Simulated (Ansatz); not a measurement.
Ansatz (a quantum-chemistry and plane-wave program) input (revPBE/def2-TZVPD):

Ansatz 0.2 input:
```yaml
crystal:
  periodic: [false, false, false]
  atoms:
    - {symbol: C, position_ang: [-0.00000000, -0.00000000, 0.00000000]}
    - {symbol: H, position_ang: [1.07877132, 0.00818296, 0.01706258]}
    - {symbol: H, position_ang: [-0.54598586, 0.92977198, -0.03910430]}
    - {symbol: H, position_ang: [-0.53278545, -0.93795494, 0.02204172]}
basis:
  gaussian:
    orbitals: def2-TZVPD
hamiltonian:
  xc: {name: revPBE}
magnetization: {spin_polarized: true, initial_magnetization: 1}
output: {forces: true}
```

End of the output:

```
integrals: 0.01 GiB planned
327 factors; their error is unknown
mean field: 0.12 GiB planned
mean field evaluation 1: about -1080.1118 eV, gradient 2.9e1 eV
mean field evaluation 2: about -1076.7174 eV, gradient 3.6e1 eV
mean field evaluation 4: about -1084.1747 eV, gradient 1.0e-1 eV
mean field evaluation 8: about -1084.1564 eV, gradient 2.3e-1 eV
mean field evaluation 16: about -1084.1565 eV, gradient 1.8e-5 eV
mean field -1084.15651053 eV, -39.8420168941 hartree, gradient 1.8e-5 eV, S^2 0.754150; 0 other end points of the search recorded, 0 dependent functions left out
the calculation of the forces begins
reference -1084.15655037 eV, -39.8420183583 hartree; 5, 4 occupied and 59, 60 virtual orbitals, 327 factors
Total energy: -1084.15655037 eV, -39.8420183583 hartree
Atom 0 at    -0.000000    -0.000000     0.000000 Å, force    -0.000009    -0.000000    -0.000000 eV/Å
Atom 1 at     1.078771     0.008183     0.017063 Å, force     0.318844     0.002419     0.005043 eV/Å
Atom 2 at    -0.545986     0.929772    -0.039104 Å, force    -0.161368     0.274803    -0.011558 eV/Å
Atom 3 at    -0.532785    -0.937955     0.022042 Å, force    -0.157467    -0.277221     0.006515 eV/Å
Dipole moment:    -0.000000    -0.000000    -0.000000 e Å
```
